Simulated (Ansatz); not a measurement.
System: oxygen atom, O (charge 0, triplet).

Wanted: ionisation energy to the quartet, in eV. Set-up: spin-orbit terms left out; each state is the SCF solution reached for its charge and spin; 6-311+G** with 5d; valence correlation only; six Cartesian d functions in 6-31G* and its kin unless marked 5d; UHF or UKS for open shells; non-relativistic. CBS marks a two-point X^-3 extrapolation of the correlation energy; Hartree-Fock from the larger set.

Measured values: NIST ASD by pymatgen's periodic table; they hold spin-orbit and core effects. 

Value to compare with, the measured value: 13.62 eV.

```
level                                 program  ionisation energy to the quartet (eV)  error
------------------------------------  -------  -------------------------------------  -----
B3LYP/STO-3G                           Ansatz                                  11.61  -2.01
B3LYP/3-21G                            Ansatz                                  13.62   0.00
B3LYP/6-31G*                           Ansatz                                  13.99   0.37
B3LYP/6-311+G**                        Ansatz                                  14.13   0.51
B3LYP/def2-TZVPD                       Ansatz                                  14.13   0.51
CCSD(T)/CBS(aug-cc-pVTZ,aug-cc-pVQZ)   Ansatz                                  13.59  -0.03
```

Among the 4 habitual levels, B3LYP/STO-3G lies farthest from the measured value (-2.01 eV) and B3LYP/3-21G nearest (0.00); 2 of 4 lie above it, and their mean absolute error is 0.72 eV, the median 0.44. One case shows no general order.

The sets are all those run for this method; runs whose electronic state is in doubt are left out.

Ansatz is a program for electronic structure.
